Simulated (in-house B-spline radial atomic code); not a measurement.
Ionisation energies with and without relativity, with size and susceptibility from the Dirac run. Dirac energy differences include first-order Breit, QED and recoil terms. NIST's values go from ground level to ground level; the uncertainty of those that are theory runs from under 0.1 % in few-electron ions to several per cent in heavy many-electron ones. Computed with a radial B-spline atomic code at the basis-set limit: non-relativistic Hartree-Fock and Dirac-Hartree-Fock, averages of the configuration (point nuclei without relativity, finite nuclei with it).

```json
{"ion": "Se2+", "configuration": "[Ar] 3d10 4s2 4p2", "configuration after": "[Ar] 3d10 4s2 4p1", "ionisation non-relativistic (eV)": "30.16", "ionisation Dirac Breit and QED (eV)": "30.20", "tabulated value (eV)": "31.697", "tabulated kind": "measured", "radius at density 0.001 (bohr)": "3.604", "diamagnetic susceptibility (10⁻⁶ cm³/mol)": "-19.161"}
{"ion": "La2+", "configuration": "[Xe] 5d1", "configuration after": "[Kr] 4d10 5s2 5p6", "ionisation non-relativistic (eV)": "18.68", "ionisation Dirac Breit and QED (eV)": "18.10", "tabulated value (eV)": "19.1773", "tabulated kind": "measured", "radius at density 0.001 (bohr)": "3.944", "diamagnetic susceptibility (10⁻⁶ cm³/mol)": "-37.963"}
{"ion": "Dy2+", "configuration": "[Xe] 4f10", "configuration after": "[Xe] 4f9", "ionisation non-relativistic (eV)": "25.11", "ionisation Dirac Breit and QED (eV)": "20.77", "tabulated value (eV)": "22.89", "tabulated kind": "semi-empirical", "radius at density 0.001 (bohr)": "3.359", "diamagnetic susceptibility (10⁻⁶ cm³/mol)": "-29.881"}
{"ion": "W2+", "configuration": "[Xe] 4f14 5d4", "configuration after": "[Xe] 4f14 5d3", "ionisation non-relativistic (eV)": "24.90", "ionisation Dirac Breit and QED (eV)": "23.97", "tabulated value (eV)": "26", "tabulated kind": "semi-empirical", "radius at density 0.001 (bohr)": "3.721", "diamagnetic susceptibility (10⁻⁶ cm³/mol)": "-33.04"}
```
